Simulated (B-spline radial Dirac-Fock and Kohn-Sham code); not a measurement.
## Ru³³⁺: eigenvalues, ΔSCF and the reference

System: ruthenium as Ru³³⁺, [Ne] 3s1.

The density-functional columns are spherical, spin-unpolarised Dirac-Kohn-Sham results without Breit or QED terms: −ε is minus the orbital energy of the initial state and ΔSCF the difference of two total energies. The reference in the last column comes from Dirac-Fock ΔSCF + Breit + QED. All numbers are from a B-spline atomic structure program, in eV; a selection of levels is shown. For the 1s level of heavy atoms much of the gap between ΔSCF and the reference is the Breit and QED part, -63.2 eV here; for other levels the error of the functional can be larger.

```
     level  LDA −ε  LDA ΔSCF  Dirac-Fock
L2 (2p1/2)  4711.4    4806.1      4795.7
L3 (2p3/2)  4575.3    4666.7      4661.2
   M1 (3s)  1983.0    2013.0      2012.2
```

For the outermost level NIST gives 2013.04 ± 0.06 eV (semi-empirical); the differences from it are LDA −ε -30.07, LDA ΔSCF -0.05, Dirac-Fock -0.80 eV.

Values without a named source are computed, but for edge energies of neutral atoms, which are taken from tables.
